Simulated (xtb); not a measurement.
C2H8O2Si, SMILES C[SiH](OC)O. All values are semi-empirical tight-binding results from xtb (GFN2-xTB unless named), good for trends rather than for accurate numbers. The structure is a stationary point at GFN2-xTB. One conformer was computed; it need not be the lowest.

| Quantity | Value |
|---|---|
| orbital gap | 7.24 eV |
| dipole moment | 1.40 D |
| zero-point energy | 62.8 kcal/mol |
| G − E(el) at 298.15 K (modified RRHO) | 42.5 kcal/mol |
| static polarisability (D4 model) | 65.9 bohr³ |
| solvation energy, GFN2-xTB/ALPB(water) | -4.9 kcal/mol |
| solvation energy, GFN2-xTB/ALPB(toluene) | -3.7 kcal/mol |
